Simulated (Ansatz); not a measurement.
Ligand exchange: CH4O + C2H7MgN → CH5NO + C2H6Mg

Gas-phase species: CH4O (methanol) `CO`, singlet; C2H7MgN `C[CH2][Mg][NH2]`, singlet; CH5NO `CON`, singlet; C2H6Mg `C[CH2][MgH]`, singlet. The partners trade H for NH2: O–H and Mg–NH2 bonds give way to O–NH2 and Mg–H.

Shapes, held fixed at every level: PBE0-D4/def2-TZVP. Flexible molecules stand in one conformer, not always the lowest. Programs: Ansatz 0.2.0. The zero-point and thermal change to 298 K, harmonic and unscaled (PBE0-D4/def2-TZVP), is -8.0 kJ/mol.

```csv
level,kind,ΔH(298 K) (kJ/mol),less CCSD(T)/def2-TZVPP
BHLYP-D4/def2-TZVPP,global hybrid,+263.1,-1.8
PBE0-D4/def2-TZVPP,global hybrid,+254.7,-10.2
r2SCAN0-D4/def2-TZVPP,global hybrid,+265.8,+0.9
wB97M-V/def2-TZVPP,range-separated hybrid,+258.8,-6.1
MP2/def2-TZVPP,perturbation theory,+284.0,+19.1
CCSD(T)/def2-SVP,coupled cluster or CI,+246.4,-18.5
CCSD/def2-TZVPP,coupled cluster or CI,+267.1,+2.2
CCSD(T)/def2-TZVPP,coupled cluster or CI,+264.9,0.0
```

The highest level, CCSD(T)/def2-TZVPP, gives ΔH(298 K) = +264.9 kJ/mol; the levels span +246.4 to +284.0. The column of differences is taken from that level and isn't an error. No measured value is set beside it here. Outer-core shells of Mg are correlated, in sets that cover them unevenly.
